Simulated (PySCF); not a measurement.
PySCF job for CH2N, SMILES [CH][NH] (connectivity only; charge and spin as stated), neutral, multiplicity 2, TDA-M06-2X/def2-TZVPD. Geometry optimised at B3LYP-D3(BJ)/def2-TZVPD.

```python
import numpy as np
from pyscf import gto, scf, dft, tdscf

mol = gto.M(
    atom='''
    C    -0.19294505   -0.61633666    0.00000000
    N     0.17284393    0.55502419    0.00000000
    H     0.47268376   -1.48684260    0.00000000
    H    -0.52492100    1.29969321    0.00000000
    ''',
    basis='def2-TZVPD',
    charge=0,
    spin=1,
    max_memory=1600,
    verbose=4,
)
mf = dft.UKS(mol, xc='m06-2x').density_fit(auxbasis='def2-universal-jkfit')
mf.grids.level = 4
mf.conv_tol = 1e-9
mf.max_cycle = 100
mf.kernel()
fine, coarse = mf.grids, dft.Grids(mol).set(level=1).build(with_non0tab=True)
for _ in range(3):  # follow internal instabilities
    mf.grids = coarse
    mo, _, stable, _ = mf.stability(return_status=True, nroots=4)
    mf.grids = fine
    if stable:
        break
    mf.kernel(mf.make_rdm1(mo, mf.mo_occ))
mf.grids = dft.Grids(mol).set(level=2).build(with_non0tab=True)  # coarser grid for the response kernel
td = tdscf.TDA(mf)
td.nstates = 10
td.conv_tol = 1e-4
td.positive_eig_threshold = 1e-6
td.kernel(x0=td.get_init_guess(mf, 15))
td.analyze()
```

Log of the run:

```
PySCF version 2.14.0

[INPUT] verbose = 4
[INPUT] num. atoms = 4
[INPUT] num. electrons = 15
[INPUT] charge = 0
[INPUT] spin (= nelec alpha-beta = 2S) = 1
[INPUT] symmetry False subgroup None
[INPUT] Mole.unit = angstrom
[INPUT] Symbol           X                Y                Z      unit          X                Y                Z       unit  Magmom
[INPUT]  1 C     -0.192945050000  -0.616336660000   0.000000000000 AA   -0.364613301591  -1.164707487929   0.000000000000 Bohr   0.0
[INPUT]  2 N      0.172843930000   0.555024190000   0.000000000000 AA    0.326627689993   1.048843711609   0.000000000000 Bohr   0.0
[INPUT]  3 H      0.472683760000  -1.486842600000   0.000000000000 AA    0.893242849930  -2.809725304336   0.000000000000 Bohr   0.0
[INPUT]  4 H     -0.524921000000   1.299693210000   0.000000000000 AA   -0.991956927033   2.456064212857   0.000000000000 Bohr   0.0

nuclear repulsion = 28.2452100756989
number of shells = 36
number of NR pGTOs = 126
number of NR cGTOs = 92
basis = def2-TZVPD
ecp = {}


[settings echo left out]
init E= -94.0913458779346
  alpha nocc = 8  HOMO = -0.143456931722376  LUMO = -0.035272881483813
  beta  nocc = 7  HOMO = -0.386773737937183  LUMO = -0.143456931722376

WARN: HOMO -0.143456931722376 >= LUMO -0.143456931722376

cycle= 1 E= -93.9451919350153  delta_E= 0.146  |g|= 0.156  |ddm|= 1.26
  alpha nocc = 8  HOMO = -0.254032217129108  LUMO = 0.0281914696352192
  beta  nocc = 7  HOMO = -0.399254662846765  LUMO = -0.0492753765815692
  HOMO = -0.254032217129  LUMO = -0.0492753765816  gap/eV = 5.57172
cycle= 2 E= -93.9428107665544  delta_E= 0.00238  |g|= 0.195  |ddm|= 0.682
  alpha nocc = 8  HOMO = -0.259671326665178  LUMO = 0.0286400277230965
  beta  nocc = 7  HOMO = -0.4194685516936  LUMO = -0.0474493418283828
  HOMO = -0.259671326665  LUMO = -0.0474493418284  gap/eV = 5.77485
cycle= 3 E= -93.958440285468  delta_E= -0.0156  |g|= 0.0355  |ddm|= 0.124
  alpha nocc = 8  HOMO = -0.263975205528155  LUMO = 0.0299302788520408
  beta  nocc = 7  HOMO = -0.417338016944673  LUMO = -0.0460686804003601
  HOMO = -0.263975205528  LUMO = -0.0460686804004  gap/eV = 5.92954
cycle= 4 E= -93.9591328651025  delta_E= -0.000693  |g|= 0.00794  |ddm|= 0.0778
  alpha nocc = 8  HOMO = -0.263098598729265  LUMO = 0.0302705155381494
  beta  nocc = 7  HOMO = -0.41476751733558  LUMO = -0.0429500427329472
  HOMO = -0.263098598729  LUMO = -0.0429500427329  gap/eV = 5.99055
cycle= 5 E= -93.9592251021783  delta_E= -9.22e-05  |g|= 0.00429  |ddm|= 0.0204
  alpha nocc = 8  HOMO = -0.264403467353745  LUMO = 0.0302081876544722
  beta  nocc = 7  HOMO = -0.415674458055193  LUMO = -0.0429844162137627
  HOMO = -0.264403467354  LUMO = -0.0429844162138  gap/eV = 6.02512
cycle= 6 E= -93.9592618544408  delta_E= -3.68e-05  |g|= 0.00232  |ddm|= 0.0128
  alpha nocc = 8  HOMO = -0.26442616771358  LUMO = 0.0303344110899995
  beta  nocc = 7  HOMO = -0.415300085094163  LUMO = -0.0420868923299764
  HOMO = -0.264426167714  LUMO = -0.04208689233  gap/eV = 6.05016
cycle= 7 E= -93.9592831733147  delta_E= -2.13e-05  |g|= 0.000993  |ddm|= 0.0105
  alpha nocc = 8  HOMO = -0.264626635489137  LUMO = 0.0303562904398845
  beta  nocc = 7  HOMO = -0.415485858431527  LUMO = -0.0419731869108659
  HOMO = -0.264626635489  LUMO = -0.0419731869109  gap/eV = 6.05871
cycle= 8 E= -93.9592864354097  delta_E= -3.26e-06  |g|= 0.000265  |ddm|= 0.00493
  alpha nocc = 8  HOMO = -0.264597489882028  LUMO = 0.0303556955611675
  beta  nocc = 7  HOMO = -0.415517827448784  LUMO = -0.0419597569726164
  HOMO = -0.264597489882  LUMO = -0.0419597569726  gap/eV = 6.05828
cycle= 9 E= -93.9592866045362  delta_E= -1.69e-07  |g|= 7.61e-05  |ddm|= 0.000977
  alpha nocc = 8  HOMO = -0.26459383306095  LUMO = 0.0303509902257317
  beta  nocc = 7  HOMO = -0.415535084586244  LUMO = -0.0419626715287933
  HOMO = -0.264593833061  LUMO = -0.0419626715288  gap/eV = 6.05810
cycle= 10 E= -93.9592866225039  delta_E= -1.8e-08  |g|= 2.72e-05  |ddm|= 0.000263
  alpha nocc = 8  HOMO = -0.264595150005668  LUMO = 0.0303503225848355
  beta  nocc = 7  HOMO = -0.415541625037176  LUMO = -0.041964475541306
  HOMO = -0.264595150006  LUMO = -0.0419644755413  gap/eV = 6.05809
cycle= 11 E= -93.9592866246401  delta_E= -2.14e-09  |g|= 8.58e-06  |ddm|= 9.4e-05
  alpha nocc = 8  HOMO = -0.264594211589205  LUMO = 0.0303504446774409
  beta  nocc = 7  HOMO = -0.415542807199176  LUMO = -0.0419640983015483
  HOMO = -0.264594211589  LUMO = -0.0419640983015  gap/eV = 6.05807
cycle= 12 E= -93.9592866248249  delta_E= -1.85e-10  |g|= 2.61e-06  |ddm|= 2.8e-05
  alpha nocc = 8  HOMO = -0.264594359310479  LUMO = 0.030350439574429
  beta  nocc = 7  HOMO = -0.415542615962447  LUMO = -0.0419644777485928
  HOMO = -0.26459435931  LUMO = -0.0419644777486  gap/eV = 6.05807
Extra cycle  E= -93.9592866248329  delta_E= -8.03e-12  |g|= 2.84e-06  |ddm|= 5.25e-06
converged SCF energy = -93.9592866248329  <S^2> = 0.75488809  2S+1 = 2.0048821
tot grids = 15248
uhf_internal: lowest eigs of H = [0.21356107 0.2787914  0.34820089 0.37751388]
<class 'pyscf.df.df_jk.DFUKS'> wavefunction is stable in the internal stability analysis
tot grids = 32944
Overwritten attributes  positive_eig_threshold  of <class 'pyscf.tdscf.uks.TDA'>


******** <class 'pyscf.tdscf.uks.TDA'> for <class 'pyscf.df.df_jk.DFUKS'> ********
nstates = 10
deg_eia_thresh = 1.000e-03
wfnsym = None
conv_tol = 0.0001
eigh lindep = 1e-12
eigh level_shift = 0
eigh max_cycle = 100


Excitation energies (eV)
[2.65032582 4.95725672 5.27116539 5.33204728 5.88536576 6.3634007
 7.02812596 7.48257883 8.21593287 8.27194208]

** Excitation energies and oscillator strengths **
Excited State   1:      2.65033 eV    467.81 nm  f=0.0006
       8a ->    9a     -0.98800
Excited State   2:      4.95726 eV    250.11 nm  f=0.0046
       7b ->    8b     -0.96957
       7b ->    9b      0.10523
Excited State   3:      5.27117 eV    235.21 nm  f=0.0048
       8a ->   10a     -0.95740
       8a ->   11a     -0.19343
       8a ->   20a      0.11701
Excited State   4:      5.33205 eV    232.53 nm  f=0.0415
       7a ->    9a     -0.43746
       8a ->   11a     -0.14572
       6b ->    8b      0.84582
       6b ->    9b     -0.11059
Excited State   5:      5.88537 eV    210.67 nm  f=0.0313
       7a ->    9a     -0.13217
       8a ->   10a     -0.21300
       8a ->   11a      0.93391
       8a ->   12a     -0.12839
Excited State   6:      6.36340 eV    194.84 nm  f=0.0028
       7a ->    9a      0.55542
       6b ->    8b      0.29588
       7b ->   10b     -0.74177
       7b ->   19b     -0.14372
Excited State   7:      7.02813 eV    176.41 nm  f=0.0047
       6a ->    9a     -0.31639
       6b ->   10b      0.92031
       6b ->   19b      0.16643
Excited State   8:      7.48258 eV    165.70 nm  f=0.1031
       8a ->   11a      0.13073
       8a ->   12a      0.95682
       8a ->   13a      0.14797
Excited State   9:      8.21593 eV    150.91 nm  f=0.0037
       8a ->   12a     -0.10776
       8a ->   13a      0.84176
       8a ->   17a     -0.13034
       5b ->    8b      0.45393
Excited State  10:      8.27194 eV    149.89 nm  f=0.0012
       6a ->    9a     -0.33983
       8a ->   14a      0.90438
       8a ->   23a      0.12169
       6b ->   10b     -0.16987

** Transition electric dipole moments (AU) **
state          X           Y           Z        Dip. S.      Osc.
  1         0.0000      0.0000      0.0978      0.0096      0.0006
  2        -0.0000     -0.0000      0.1941      0.0377      0.0046
  3         0.1534      0.1178     -0.0000      0.0374      0.0048
  4        -0.4541     -0.3338     -0.0000      0.3176      0.0415
  5         0.3597     -0.2962      0.0000      0.2172      0.0313
  6        -0.0826     -0.1060     -0.0000      0.0181      0.0028
  7         0.0000      0.0000     -0.1653      0.0273      0.0047
  8         0.3179      0.6793      0.0000      0.5625      0.1031
  9        -0.1339     -0.0224      0.0000      0.0184      0.0037
 10         0.0000      0.0000     -0.0776      0.0060      0.0012

** Transition velocity dipole moments (imaginary part, AU) **
state          X           Y           Z        Dip. S.      Osc.
  1         0.0000      0.0000     -0.0029      0.0000      0.0001
  2         0.0000     -0.0000      0.0071      0.0001      0.0002
  3         0.0233      0.0142     -0.0000      0.0007      0.0026
  4        -0.0209     -0.0188     -0.0000      0.0008      0.0027
  5         0.0929     -0.0348      0.0000      0.0098      0.0303
  6         0.0173      0.0050      0.0000      0.0003      0.0009
  7         0.0000      0.0000      0.0039      0.0000      0.0000
  8         0.1128      0.1654      0.0000      0.0401      0.0972
  9        -0.0298     -0.0082      0.0000      0.0010      0.0021
 10         0.0000      0.0000     -0.0534      0.0029      0.0063

** Transition magnetic dipole moments (imaginary part, AU) **
state          X           Y           Z
  1         0.0119     -0.9442     -0.0000
  2        -0.0084      0.0404     -0.0000
  3         0.0000      0.0000     -0.5636
  4         0.0000     -0.0000     -0.0990
  5         0.0000     -0.0000      0.0247
  6        -0.0000      0.0000     -0.0157
  7         0.0532     -0.0791     -0.0000
  8         0.0000      0.0000      0.0729
  9         0.0000     -0.0000      0.5690
 10        -0.2720      0.0183      0.0000
```

The run converged.
